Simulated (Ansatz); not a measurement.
A geometry optimisation of AlClGaH3 with BLYP-D3(BJ)/def2-SVP

The starting geometry of this gas-phase singlet was optimised with r2SCAN-D4; its bonds are those of `[AlH2][GaH][Cl]`.

```yaml
atoms:
  - { symbol: Al, position_ang: [-1.2663, 3.5526, -0.6680] }
  - { symbol: Cl, position_ang: [1.1302, 0.6655, -0.4254] }
  - { symbol: Ga, position_ang: [0.6610, 2.5635, 0.5684] }
  - { symbol: H, position_ang: [-1.0144, 4.4824, -1.9357] }
  - { symbol: H, position_ang: [-2.7582, 3.1743, -0.2611] }
  - { symbol: H, position_ang: [1.6284, 2.8200, 1.7739] }
```

Q: Predict what becomes of its bonds when it is optimised with BLYP-D3(BJ)/def2-SVP.

A: A new bond forms, giving a structure with Cl2 bridging Al1 and Ga3, given below by its coordinates. Distances that change by over a tenth: Cl2–Ga3 (2.19 → 2.72 Å). Contacts that close: Al1–Cl2 (3.76 → 2.28 Å).

The energy falls by 0.44 eV over 19 steps:

```csv
step,E − E(last) (eV)
1,0.436
3,0.423
5,0.422
7,0.421
9,0.377
11,0.194
13,0.030
15,0.001
17,0.000
19,0.000
```

Final geometry (Å):

```yaml
atoms:
  - { symbol: Al, position_ang: [-1.1098, 3.1544, -0.8153] }
  - { symbol: Cl, position_ang: [0.2418, 1.3137, -0.8537] }
  - { symbol: Ga, position_ang: [0.6631, 3.1934, 1.0663] }
  - { symbol: H, position_ang: [-0.7699, 4.1912, -1.9702] }
  - { symbol: H, position_ang: [-2.5629, 2.8391, -0.2555] }
  - { symbol: H, position_ang: [1.9185, 2.5665, 1.8804] }
```

No frequencies were run, so the end isn't proven a minimum. Run with Ansatz 0.2.0, 18 s on 1 thread of Intel(R) Xeon(R) 6975P-C (Granite Rapids) (shared host).
